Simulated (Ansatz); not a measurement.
Reaction (redistribution): `C[Si]1([SeH])CO1` + `O[Si](O)(O)S` → `O[Si](O)(O)[SeH]` + `C[Si]1(S)CO1`

Computed with Ansatz on PBE0-D4/def2-TZVP structures; ΔE is electronic, products minus reactants. CCSD(T)/CBS is the MP2 limit (def2-TZVPP, def2-QZVPP) plus CCSD(T) − MP2 in def2-TZVPP, frozen cores. DFT in def2-TZVPP. For Se outer-core shells are correlated without core-valence functions, which leaves a few kJ/mol of doubt a bond. Scalar relativity is left out up to krypton. One conformer a species, not always the lowest.

```
           species  PBE-D4 energy (Eh)
`C[Si]1([SeH])CO1`         -2845.51082
    `O[Si](O)(O)S`          -915.53852
`O[Si](O)(O)[SeH]`         -2918.69456
    `C[Si]1(S)CO1`          -842.35394
```

**Question.** Work out ΔE.

**Answer.** ΔE = (-2918.69456) + (-842.35394) − (-2845.51082) − (-915.53852) = 0.00084 Eh = +2.2 kJ/mol. CCSD(T)/CBS gives +3.0 kJ/mol.

Largest T1 diagnostic among the species: 0.012.
